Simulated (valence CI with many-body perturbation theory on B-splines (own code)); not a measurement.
**E1 transitions of Cu¹⁶⁺**

Computed by configuration interaction combined with many-body perturbation theory (CI+MBPT): three valence electrons over a frozen Dirac-Fock core [Ne], radial functions for each j: 11 s, 11 p, 10 d, 8 f, 5 g, 2 h, with the one-electron correlation potential Σ1 (screened to all orders), the two-electron term Σ2, the three-electron term Σ3, Breit, model QED; selected single and double excitations, second order for the rest, scaled by the run's own slope (own B-spline code, finite nucleus).

No measured spectrum was set against this ion. As an estimate, levels of excited configurations hold to 0.05 to 0.15 % of their energy, terms of the ground configuration to about 0.5 %.

Lines 1 to 50 of 578 in falling wavelength, among levels below 2424100 cm⁻¹, chosen from the strongest by gf and those to the six lowest levels. Wavelengths and rates use the calculated energies, so an error of 400 cm⁻¹ moves a line at 713.9 Å by 0.29 % and its rate by three times that or more. Electric multipoles are in the length gauge, E1 and E2 with the static RPA response of the core. Weak lines are less certain than strong ones. Lines between different terms over intervals too small for the method are left out, as are lines whose strength nearly cancels. Where a level lies close to another of its J and parity, the split of strength between their lines is uncertain. The highest levels of a list are the least certain.

Names give the largest LS component (configuration and term), which can be under half, so a name can repeat, a term be missing and a line seem to break the LS rules; names also repeat where a configuration has a term twice. Letters in brackets count levels of one name in rising energy.

```
λ vac (Å)               Upper                 Lower   A (s⁻¹)  log gf  Branch %
    713.9      3s2 4p 2P°_1/2         3s2 4s 2S_1/2  1.86e+09   -0.55       1.4
    657.5      3s2 4p 2P°_3/2         3s2 4s 2S_1/2  2.35e+09   -0.21       1.8
    550.3       3s2 4d 2D_5/2        3s2 4p 2P°_3/2  4.52e+09    0.09       0.6
    522.7       3s2 4d 2D_3/2        3s2 4p 2P°_1/2  4.29e+09   -0.15       0.6
    442.3         3p3 2D°_5/2         3s 3p2 2P_3/2  9.12e+08   -0.79      16.3
    410.8       3p2 3d 2G_7/2  3s 3p 3d 2F°_5/2 [b]  1.32e+09   -0.57      14.0
    410.1       3s 3p2 4P_1/2        3s2 3p 2P°_3/2  2.21e+07   -2.95      20.8
    393.8   3p2 3d 2F_7/2 [a]  3s 3p 3d 2F°_7/2 [a]  9.28e+08   -0.76       8.8
    392.0  3p 3d2 2F°_7/2 [a]         3s 3d2 2D_5/2  7.85e+08   -0.84       2.6
    388.6       3p2 3d 2G_9/2  3s 3p 3d 2F°_7/2 [b]  1.67e+09   -0.42      16.4
    386.9       3s 3p2 4P_3/2        3s2 3p 2P°_3/2  1.67e+07   -2.83      90.4
    372.1   3p2 3d 2F_5/2 [a]  3s 3p 3d 2F°_5/2 [a]  1.90e+09   -0.63      23.4
    364.5       3s 3p2 4P_5/2        3s2 3p 2P°_3/2  8.66e+07   -1.99     100.0
    362.4  3p 3d2 2G°_9/2 [a]         3s 3d2 2G_9/2  1.16e+09   -0.64       2.5
    361.7  3p 3d2 2G°_9/2 [a]         3s 3d2 2G_7/2  7.47e+08   -0.83       1.6
    360.9       3s 3p2 4P_1/2        3s2 3p 2P°_1/2  8.43e+07   -2.48      79.2
    350.3  3p 3d2 2G°_7/2 [a]         3s 3d2 2G_7/2  1.35e+09   -0.70       3.1
    346.7      3p 3d2 4F°_9/2         3s 3d2 2G_7/2  1.26e+09   -0.64       2.3
    345.2      3p 3d2 4G°_5/2         3s 3d2 4F_3/2  3.79e+09   -0.39      22.6
    339.4      3p 3d2 4G°_7/2         3s 3d2 4F_7/2  1.17e+09   -0.79       6.9
    338.1   3p2 3d 2F_5/2 [a]  3s 3p 3d 2D°_3/2 [a]  1.85e+09   -0.72      22.9
    336.7      3p 3d2 4G°_7/2         3s 3d2 4F_5/2  4.05e+09   -0.26      23.7
    329.7      3p 3d2 4G°_9/2         3s 3d2 4F_9/2  1.06e+09   -0.76       6.0
    327.5   3p2 3d 2F_7/2 [a]  3s 3p 3d 2D°_5/2 [a]  1.34e+09   -0.76      12.7
    326.6      3p 3d2 4G°_9/2         3s 3d2 4F_7/2  4.84e+09   -0.11      27.2
    323.9         3p3 2P°_3/2         3s 3p2 2P_3/2  3.76e+09   -0.63      17.3
    322.7      3p 3d2 2H°_9/2         3s 3d2 2G_7/2  6.55e+09    0.01      20.7
    322.5         3p3 2P°_1/2         3s 3p2 2P_1/2  4.65e+09   -0.84      21.1
    319.8   3p2 3d 2F_5/2 [b]  3s 3p 3d 2D°_3/2 [b]  2.69e+09   -0.61       3.6
    319.0  3p 3d2 2F°_5/2 [b]         3s 3d2 2F_5/2  2.20e+09   -0.70       2.9
    315.8   3p2 3d 2D_5/2 [b]  3s 3p 3d 2P°_3/2 [b]  2.11e+09   -0.72       5.9
    313.5     3p 3d2 4G°_11/2         3s 3d2 4F_9/2  6.81e+09    0.08      37.9
    313.2  3p 3d2 4D°_3/2 [a]         3s 3d2 4P_3/2  3.20e+09   -0.72       7.5
    312.1   3p2 3d 2F_7/2 [b]  3s 3p 3d 2D°_5/2 [b]  3.26e+09   -0.42       4.1
    311.7  3p 3d2 2P°_3/2 [b]         3s 3d2 2S_1/2  4.66e+09   -0.57       8.9
    310.5       3p2 3d 2G_9/2  3s 3p 3d 2F°_7/2 [a]  5.29e+09   -0.12      51.8
    308.2     3p 3d2 2H°_11/2         3s 3d2 2G_9/2  1.10e+10    0.27      48.1
    304.0  3p 3d2 4D°_5/2 [a]         3s 3d2 4P_5/2  2.46e+09   -0.69       6.1
    303.1       3p2 3d 4F_3/2      3s 3p 3d 4D°_1/2  3.47e+09   -0.72      16.4
    302.7  3p 3d2 4D°_5/2 [a]         3s 3d2 4P_3/2  2.62e+09   -0.67       6.5
    301.2  3p 3d2 2P°_3/2 [a]         3s 3d2 2D_5/2  4.88e+09   -0.58       5.3
    298.5         3p3 2D°_3/2         3s 3p2 2D_3/2  2.31e+09   -0.91      23.1
    298.0   3p2 3d 2F_5/2 [b]  3s 3p 3d 2F°_5/2 [b]  2.35e+09   -0.73       3.1
    296.4  3p 3d2 4D°_7/2 [a]         3s 3d2 4P_5/2  3.54e+09   -0.43       7.2
    295.5       3p2 3d 2G_7/2  3s 3p 3d 2F°_5/2 [a]  6.12e+09   -0.19      65.0
    295.0  3p 3d2 2D°_5/2 [b]         3s 3d2 2F_7/2  1.90e+09   -0.83       2.1
    295.0       3s 3p2 2D_3/2        3s2 3p 2P°_3/2  2.55e+07   -2.88       0.7
    294.9         3p3 2D°_5/2         3s 3p2 2D_5/2  3.89e+09   -0.52      69.6
    294.1   3p2 3d 2F_5/2 [b]  3s 3p 3d 2F°_7/2 [b]  1.92e+09   -0.82       2.5
    294.0      3p 3d2 4P°_3/2         3s 3d2 4P_5/2  4.69e+09   -0.61       9.6
```

How does gf follow from A for the line at 361.7 Å?

gf = 1.4992 × (2J+1)_upper × A / σ², with σ = 276449 cm⁻¹ and 2J+1 = 10: gf = 0.147.
